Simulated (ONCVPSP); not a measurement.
Transferability test, ONCV potential for oxygen (O)

```json
{
 "Element": "oxygen",
 "Generator": "ONCVPSP 4.0.1",
 "Type": "optimised norm-conserving Vanderbilt (ONCV)",
 "Functional": "Wu-Cohen",
 "Relativity": "scalar-relativistic",
 "Frozen core": "[He]",
 "Valence charge": "6",
 "Reference configuration": "2s2 2p3 (charge +1)",
 "Partial waves": "2s: rc 0.80 bohr, ncon 4, nbas 8, qcut 7.6 1/bohr, 2 projectors, debl 3.7 Ha; 2p: rc 1.15 bohr, ncon 5, nbas 8, qcut 12.1 1/bohr, 2 projectors, debl 1.9 Ha",
 "Local potential": "polynomial inside 0.65 bohr (lpopt 4, dvloc0 0 Ha)",
 "Core correction": "none"
}
```

Energies are relative to the spin-unpolarised reference configuration 2s2 2p3; without spin polarisation the order of configurations can differ from experiment.

```json
{"valence configuration": "2s2 2p4", "charge": "0", "ΔE all-electron (eV)": "-16.409", "error AE − PS (meV)": "+5.7"}
{"valence configuration": "2s2 2p2", "charge": "+2", "ΔE all-electron (eV)": "33.571", "error AE − PS (meV)": "+19"}
{"valence configuration": "2s2 2p1", "charge": "+3", "ΔE all-electron (eV)": "87.415", "error AE − PS (meV)": "+147"}
{"valence configuration": "2s0 2p6", "charge": "0", "ΔE all-electron (eV)": "13.316", "error AE − PS (meV)": "+76"}
```

Levels in the configuration 2s2 2p1:

```json
{"level": "2s", "all-electron (eV)": "-79.359", "pseudo (eV)": "-79.267"}
{"level": "2p", "all-electron (eV)": "-64.918", "pseudo (eV)": "-64.681"}
```
